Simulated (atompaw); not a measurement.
## What one change does to a pseudopotential (barium (Ba), PAW (atompaw))

atompaw 4.2.0.5 input, output lines left out:

```
Ba 56
LDA-PW scalarrelativistic loggrid 2001 logderivrange -2 5 176
6 6 5 0 0 0
6 0 1.5
6 1 0
5 2 0
0 0 0
c
c
c
c
c
v
c
c
c
c
v
c
c
v
2
3.00 2.65 2.00 1.75
y
0.2
n
y
0.25
n
y
3.8
n
custom polynom gramschmidtortho gaussian
bessel
3.00
3.00
3.00
3.00
3.00
3.00
```

All-electron outer shells of the reference configuration (LDA (PW92), scalar-relativistic, ld1.x):

| shell | level (eV) | outermost node (bohr) | outermost maximum (bohr) |
| --- | --- | --- | --- |
| 5p | -21.52 | 0.86 | 1.67 |
| 6s | -5.52 | 1.96 | 3.95 |
| 5d | -4.59 | 1.00 | 2.46 |
| 6p | -3.13 | 2.34 | 5.01 |

Change: local potential bessel scheme, radius 1.26 bohr.

Cutoffs: the cutoffs (Ry, on a coarse ladder) from which the occupation-weighted sum of valence levels, in a spherical-Bessel basis at the reference potential, stays within 10 and 1 mRy of its value at 400 Ry; they do not see the model core or the augmentation charge, which bear on the density cutoff.

**Question.** What does the change do?

**Answer.** Both files are so soft that the ladder of cutoffs tells neither apart; both files keep a bound ghost (p, s); the range in which the s phases agree narrows (upper end 4.2 → 2.1).

```tsv
quantity	base	changed
cutoff, loose	6 Ry	6 Ry
cutoff, tight	6 Ry	6 Ry
bound ghosts	s, p	s, p
s: phases at 3.01 bohr within 0.05 rad from the reference energy up to (Ry; the scan ends near 5)	4.2	2.1
p: phases at 3.01 bohr within 0.05 rad from the reference energy up to (Ry; the scan ends near 5)	to the end of the scan	4.1
d: phases at 3.01 bohr within 0.05 rad from the reference energy up to (Ry; the scan ends near 5)	to the end of the scan	to the end of the scan
lowest overlap eigenvalue by channel	s 0.68, p 0.83, d 0.86	s 0.61, p 0.81, d 0.85
```

 A true bound ghost makes a file unfit for plane-wave use even where its test errors are small: the radial tests pick states by their node count and pass the ghost by. The cutoffs see the waves, projectors and local potential, not the compensation charge or the core.
